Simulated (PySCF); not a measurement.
**How methods differ on the ionisation energy of Os²⁺**

Os²⁺ [Xe] 4f14 5d6 (5D) → Os³⁺ [Xe] 4f14 5d5 (6S), as a difference of total energies. Computed with PySCF 2.14 in x2c-TZVPPall (11s7p7d3f1g, 97 functions), with the spin-free X2C one-electron Hamiltonian (Gaussian nucleus). Correlated levels: valence: [Xe] 4f14 frozen. The calculations carry no spin-orbit coupling.

| method | ionisation energy (eV) |
| --- | --- |
| UHF | 24.943 |
| LDA | 27.401 |
| PBE | 27.008 |
| PBE0 | 26.789 |
| r2SCAN | 26.771 |
| LC-wPBE | 26.704 |
| r2SCAN0 | 26.667 |
| revPBE | 26.909 |
| MP2 (valence) | 26.110 |
| SCS-MP2 (valence) | 26.306 |

**Question.** How much does correlation contribute at MP2 (valence)?

**Answer.** 26.110 − (24.943) = 1.167 eV, measured against UHF.

A first-order spin-orbit estimate (lowest level to lowest level, LS coupling) adds 0.460 eV.

Errors of the correlated levels include the incompleteness of this basis and the frozen core.

For comparison: 25 ± 1.6 eV (theoretical estimate listed by NIST; NIST Atomic Spectra Database, ionization energies).
